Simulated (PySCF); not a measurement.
C2H6ClGa, triplet, at a GFN2-xTB geometry (such geometries of metal compounds can be far from the true shape) (a higher spin typed on purpose: for a closed-shell molecule this is an excited state), with bond 10-1 at 1.3 times its length. Base run: PBE0/6-31G* in PySCF.

Geometry (Å):
```xyz
10

Ga    -0.2301     0.2216     0.5191
C     -1.8161    -0.9216    -0.7170
H     -1.3374    -1.1670    -1.6557
H     -2.6952    -0.3012    -0.8246
H     -1.9812    -1.7915    -0.0916
C     -0.3949     1.7321    -1.2251
H     -0.1248     1.1894    -2.1211
H      0.3520     2.4626    -0.9367
H     -1.3988     2.1334    -1.2439
Cl     2.1785    -1.1568     0.0303
```
Charge 0, spin multiplicity 3.
Orbitals are unrestricted.
All else is at PySCF's defaults.
Base energy -2463.98960 Eh.

Each row names what was changed in the base input (with any setting that the change needs).

```json
[
 {"change": "base", "ΔE vs base (mEh)": "0.000", "SCF cycles": "14", "<S^2>": "2.017", "outcome": "converged"},
 {"change": "diis = off (with mf.max_cycle = 100)", "ΔE vs base (mEh)": "-", "SCF cycles": "100", "<S^2>": "-", "outcome": "not converged"},
 {"change": "init_guess = mod_huckel", "ΔE vs base (mEh)": "0.000", "SCF cycles": "16", "<S^2>": "2.017", "outcome": "converged"},
 {"change": "init_guess = 1e", "ΔE vs base (mEh)": "0.000", "SCF cycles": "18", "<S^2>": "2.017", "outcome": "converged"},
 {"change": "diis = off; damp = 0.6 (with mf.diis_start_cycle = 200; with mf.max_cycle = 150)", "ΔE vs base (mEh)": "0.000", "SCF cycles": "30", "<S^2>": "2.017", "outcome": "converged"},
 {"change": "level_shift = 0.5 (with mf.max_cycle = 100)", "ΔE vs base (mEh)": "0.000", "SCF cycles": "49", "<S^2>": "2.017", "outcome": "converged"},
 {"change": "init_guess = sap", "ΔE vs base (mEh)": "0.000", "SCF cycles": "17", "<S^2>": "2.017", "outcome": "converged"},
 {"change": "conv_tol = 1e-6", "ΔE vs base (mEh)": "0.000", "SCF cycles": "9", "<S^2>": "2.017", "outcome": "converged"},
 {"change": "diis_space = 12", "ΔE vs base (mEh)": "0.000", "SCF cycles": "13", "<S^2>": "2.017", "outcome": "converged"},
 {"change": "damp = 0.5; diis_start_cycle = 5", "ΔE vs base (mEh)": "0.000", "SCF cycles": "13", "<S^2>": "2.017", "outcome": "converged"},
 {"change": "level_shift = 0.1 (with mf.max_cycle = 100)", "ΔE vs base (mEh)": "0.000", "SCF cycles": "20", "<S^2>": "2.017", "outcome": "converged"},
 {"change": "solver = newton; init_guess = 1e", "ΔE vs base (mEh)": "0.000", "SCF cycles": "-", "<S^2>": "2.017", "outcome": "converged"},
 {"change": "init_guess = atom", "ΔE vs base (mEh)": "0.000", "SCF cycles": "14", "<S^2>": "2.017", "outcome": "converged"}
]
```

Open shells are given as the SCF converged; they aren't shown to be the lowest states, and a large step between rows can be another state.
